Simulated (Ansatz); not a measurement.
Reaction (formal hydrolysis of a B–F bond): `OB(O)F` + H₂O → `OB(O)O` + H–F

Isolated molecules relaxed with PBE0-D4/def2-TZVP in Ansatz; ΔE leaves out vibrations. CCSD(T)/CBS is the MP2 limit (def2-TZVPP, def2-QZVPP) plus CCSD(T) − MP2 in def2-TZVPP, frozen cores. This one scheme is used for every species. DFT in def2-TZVPP. B3LYP here is the variant with VWN-RPA as its local correlation; programs differ in this. Each species was taken in one conformer, which may not be the lowest.

`OB(O)F`:

Z-matrix (Å, degrees):
```
B
O 1 1.352
F 1 1.333 2 117.9
O 1 1.360 2 121.6 3 180.0
H 2 0.960 1 112.5 3 -180.0
H 4 0.960 1 113.1 2 -180.0
```

H₂O:

Z-matrix (Å, degrees):
```
O
H 1 0.960
H 1 0.960 2 105.1
```

`OB(O)O`:

```xyz
7

O    -1.125   -0.644   -0.430
B     0.000    0.000    0.000
O     0.319    1.228   -0.505
O     0.806   -0.585    0.935
H    -1.607   -0.134   -1.085
H     1.129    1.577   -0.126
H     0.477   -1.443    1.212
```

H–F:

Z-matrix (Å, degrees):
```
F
H 1 0.920
```

| level | ΔE (kJ/mol) | difference from CCSD(T)/CBS |
| --- | --- | --- |
| PBE-D4 | 15.7 | 0.6 |
| r2SCAN-D4 | 18.3 | 3.2 |
| ωB97X-V | 17.2 | 2.1 |
| ωB97M-V | 17.1 | 2.0 |
| PBE0 | 16.1 | 1.0 |
| B3LYP | 19.7 | 4.6 |
| MP2/def2-TZVPP | 13.6 | -1.5 |
| HF/def2-QZVPP | 22.8 | 7.7 |
| SCS-MP2/def2-QZVPP | 15.7 | 0.6 |
| HF/CBS(def2) | 22.9 | 7.8 |
| CCSD(T)/CBS | 15.1 | 0 |

Largest T1 diagnostic among the species: 0.012.

In def2-TZVPP, CCSD(T) changes the Hartree–Fock value by −6.9 kJ/mol (the triples alone add −0.8 kJ/mol) and MP2 by −8.7 kJ/mol.
